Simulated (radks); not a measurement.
The numbers below are computed, except where a source is named.
Species: Lu. Configuration: [Xe] 4f14 5d1 6s2.

Code: a radial shooting solver on a logarithmic mesh with Libxc functionals. Model: non-relativistic Kohn-Sham, BLYP, spin-unpolarised, spherical densities, point nucleus; relativity is left out, which matters for an element this heavy.

Energy parts (eV):
total: -377051.09
kinetic: 376962.34
electron-nucleus: -897906.15
Hartree: 151706.46
exchange-correlation: -7813.73

Orbitals (lengths in bohr, moments of r in powers of bohr; r(max) is where P^2 peaks):
orbital  occ.  eigenvalue (eV)       <r^4>   <1/r>   r(max)      <r>
1s          2        -58471.39   9.346e-07   70.46  0.01416  0.02134
2s          2        -9514.163   0.0001539   16.48  0.07725  0.09036
2p          6        -9101.482  0.00009716   16.52  0.06001  0.07648
3s          2        -2136.464    0.005465   6.306   0.2130   0.2305
3p          6        -1947.239    0.004909   6.254   0.2009   0.2204
3d         10        -1594.435    0.003390   6.171   0.1590   0.1939
4s          2        -411.0451      0.1326   2.701   0.4816   0.5174
4p          6        -333.5989      0.1489   2.606   0.4837   0.5267
4d         10        -193.3863      0.2007   2.400   0.4830   0.5501
5s          2         -50.5748       5.137   1.022    1.136    1.281
5p          6         -29.8762       9.094  0.8967    1.241    1.449
4f         14         -14.9569       1.127   1.880   0.4608   0.6935
6s          2          -3.9488       518.2  0.3168    3.316    3.958
5d          1          -2.4980       190.4  0.5070    1.787    2.666

The highest occupied level is 5d at -2.498 eV. For comparison, the ionisation energy in NIST's Atomic Spectra Database is 5.426 eV (measured). In exact Kohn-Sham theory the highest level is minus the ionisation energy, but local and semilocal functionals leave it too shallow, through self-interaction and a potential that decays too fast; potentials with the right tail come closer. Virial ratio -V/T = 2.00024.

Beside tabulated values, note that spin-unpolarised runs miss the spin-polarisation part of the exchange energy of open shells.
